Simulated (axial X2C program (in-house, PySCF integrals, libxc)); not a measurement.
## Spin–orbit effects along a row: molecules with Cl (ions), PBE0

Calculated with an axial X2C code built on PySCF integrals, spin-free (one-electron X2C) or two-component (2c: spin–orbit coupling with atomic mean-field Coulomb and Gaunt terms, which also bring small scalar terms), in Dyall basis sets with cores contracted in-house; open shells are unrestricted.

Basis sets: Cl dyall-av3z, I dyall-cv3z, In dyall-cv3z, Nb dyall-cv3z, Rb dyall-cv3z, Ru dyall-cv3z, Sb dyall-cv3z, Sn dyall-cv3z, Sr dyall-cv3z, Tc dyall-cv3z, Te dyall-cv3z, Y dyall-cv3z, Zr dyall-cv3z.

```json
{"molecule": "RbCl⁺", "spin-free state": "M_S = 1/2, Λ = 1", "Re (Å)": "3.437", "ωe (cm⁻¹)": "76.6", "De (eV)": "0.08", "2c state": "Ω = 3/2", "Re 2c (Å)": "3.437", "ωe 2c (cm⁻¹)": "76.7", "De 2c (eV)": "0.12"}
{"molecule": "SrCl⁺", "spin-free state": "M_S = 0, Λ = 0", "Re (Å)": "2.455", "ωe (cm⁻¹)": "370.8", "De (eV)": "4.41", "2c state": "Ω = 0", "Re 2c (Å)": "2.455", "ωe 2c (cm⁻¹)": "370.8", "De 2c (eV)": "4.40"}
{"molecule": "YCl⁺", "spin-free state": "M_S = 1/2, Λ = 0", "Re (Å)": "2.306", "ωe (cm⁻¹)": "440.4", "De (eV)": "n/a", "2c state": "Ω = 1/2", "Re 2c (Å)": "2.306", "ωe 2c (cm⁻¹)": "440.4", "De 2c (eV)": "n/a"}
{"molecule": "ZrCl⁺", "spin-free state": "M_S = 1, Λ = 2", "Re (Å)": "2.231", "ωe (cm⁻¹)": "463.6", "De (eV)": "4.71", "2c state": "Ω = 1", "Re 2c (Å)": "2.231", "ωe 2c (cm⁻¹)": "463.2", "De 2c (eV)": "n/a"}
{"molecule": "NbCl⁺", "spin-free state": "M_S = 3/2, Λ = 0", "Re (Å)": "2.180", "ωe (cm⁻¹)": "469.1", "De (eV)": "4.10", "2c state": "Ω = 3/2", "Re 2c (Å)": "2.180", "ωe 2c (cm⁻¹)": "468.8", "De 2c (eV)": "n/a"}
{"molecule": "TcCl⁺", "spin-free state": "M_S = 5/2, Λ = 0", "Re (Å)": "2.189", "ωe (cm⁻¹)": "443.6", "De (eV)": "3.43", "2c state": "Ω = 5/2", "Re 2c (Å)": "2.189", "ωe 2c (cm⁻¹)": "443.3", "De 2c (eV)": "3.43"}
{"molecule": "RuCl⁺", "spin-free state": "M_S = 2, Λ = 2", "Re (Å)": "2.147", "ωe (cm⁻¹)": "454.2", "De (eV)": "3.02", "2c state": "Ω = 4", "Re 2c (Å)": "2.147", "ωe 2c (cm⁻¹)": "454.0", "De 2c (eV)": "n/a"}
{"molecule": "InCl⁺", "spin-free state": "M_S = 1/2, Λ = 0", "Re (Å)": "2.300", "ωe (cm⁻¹)": "336.9", "De (eV)": "0.79", "2c state": "Ω = 1/2", "Re 2c (Å)": "2.300", "ωe 2c (cm⁻¹)": "336.8", "De 2c (eV)": "0.79"}
{"molecule": "SnCl⁺", "spin-free state": "?", "Re (Å)": "?", "ωe (cm⁻¹)": "?", "De (eV)": "?", "2c state": "?", "Re 2c (Å)": "?", "ωe 2c (cm⁻¹)": "?", "De 2c (eV)": "?"}
{"molecule": "SbCl⁺", "spin-free state": "M_S = 1/2, Λ = 1", "Re (Å)": "2.240", "ωe (cm⁻¹)": "451.0", "De (eV)": "3.62", "2c state": "Ω = 1/2", "Re 2c (Å)": "2.243", "ωe 2c (cm⁻¹)": "448.5", "De 2c (eV)": "n/a"}
{"molecule": "TeCl⁺", "spin-free state": "M_S = 1, Λ = 0", "Re (Å)": "2.228", "ωe (cm⁻¹)": "457.9", "De (eV)": "2.92", "2c state": "Ω = 1", "Re 2c (Å)": "2.231", "ωe 2c (cm⁻¹)": "454.3", "De 2c (eV)": "2.81"}
{"molecule": "ICl⁺", "spin-free state": "M_S = 1/2, Λ = 1", "Re (Å)": "2.232", "ωe (cm⁻¹)": "457.3", "De (eV)": "2.78", "2c state": "Ω = 3/2", "Re 2c (Å)": "2.241", "ωe 2c (cm⁻¹)": "447.7", "De 2c (eV)": "2.69"}
```

Task: Estimate the 2c Re and ωe of SnCl⁺ as the mean of its neighbours in the table.

Result: Re ≈ 2.271 Å, ωe ≈ 392.6 cm⁻¹. The PBE0 runs give the row below, so the estimate misses by 0.006 Å and -34.5 cm⁻¹.

```csv
molecule,spin-free state,Re (Å),ωe (cm⁻¹),De (eV),2c state,Re 2c (Å),ωe 2c (cm⁻¹),De 2c (eV)
SnCl⁺,"M_S = 0, Λ = 0",2.264,427.6,4.22,Ω = 0,2.265,427.1,n/a
```

Fragments in 2c: Rb+ + Cl, Sr+ + Cl, Y+ + Cl, Zr+ + Cl, Nb+ + Cl, Tc+ + Cl, Ru+ + Cl, In+ + Cl, Sn+ + Cl, Sb+ + Cl, Te+ + Cl, I+ + Cl. Each entry is the lowest single determinant of a limited PBE0 search at one distance. De goes to single-determinant-based atoms at the same level (for ions the charge split of lowest energy) and is withheld (n/a) where an atom does not fit its ground term or J level. Main or longest-lived isotopes. One determinant is a doubtful description, or other states lie close, for RbCl⁺, YCl⁺, ZrCl⁺, NbCl⁺, TcCl⁺, RuCl⁺, TeCl⁺; these need not be ground states, and all values refer to the states named. Some open-shell Ω = 0 determinants are out of reach, so the Ω given for RuCl⁺, TeCl⁺ need not be the lowest component. With several unpaired electrons the Ω given is that of one determinant, not necessarily of the lowest component. Some light 2c atoms are not at their ground J level, so De misses part of their lowering (0.04 eV or less). The functionals have no current term, which raises determinants with orbital currents. Where the atoms have a lower orbital projection than the molecule, De at mean-field level may be about a tenth of an eV too small.
